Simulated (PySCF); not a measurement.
**Relaxation of doublet TeCl₃**

All numbers come from UPBE0/[Te def2-SVP with ECP28, Cl def2-SVP], scalar-relativistic core potentials, density fitting, no spin–orbit coupling, PySCF. A (50,194) grid was used.

A hand-made trigonal planar start, of D3h symmetry, held to at least that symmetry:

```xyz
4
charge 0 multiplicity 2, angstrom
Te    0.0000    0.0000    0.0000
Cl    2.3500    0.0000    0.0000
Cl   -1.1750    2.0352    0.0000
Cl   -1.1750   -2.0352    0.0000
```

Optimiser trace:
```json
{"step": "0", "E − E(last) (kJ/mol)": "22.29", "largest gradient (Eh/bohr)": "0.03242"}
{"step": "1", "E − E(last) (kJ/mol)": "0.29", "largest gradient (Eh/bohr)": "0.00331"}
{"step": "2", "E − E(last) (kJ/mol)": "0.01", "largest gradient (Eh/bohr)": "0.00060"}
{"step": "3", "E − E(last) (kJ/mol)": "0.00", "largest gradient (Eh/bohr)": "0.00001"}
```

It ends at D3h with Te–Cl 2.449 Å (×3); Cl–Te–Cl 120.0° (×3). A frequency run shows 1 imaginary mode, down to 122i cm⁻¹, so it is a saddle point. Other isomers or separated fragments may lie lower.

Final geometry:
Z-matrix (Å, degrees; charge 0 multiplicity 2):
```
Te
Cl 1 2.4488
Cl 1 2.4488 2 120.00
Cl 1 2.4488 2 120.00 3 180.00
```

Spin–orbit coupling, left out here, can matter for elements this heavy.

The relaxation took about 27 core-seconds on a shared host.
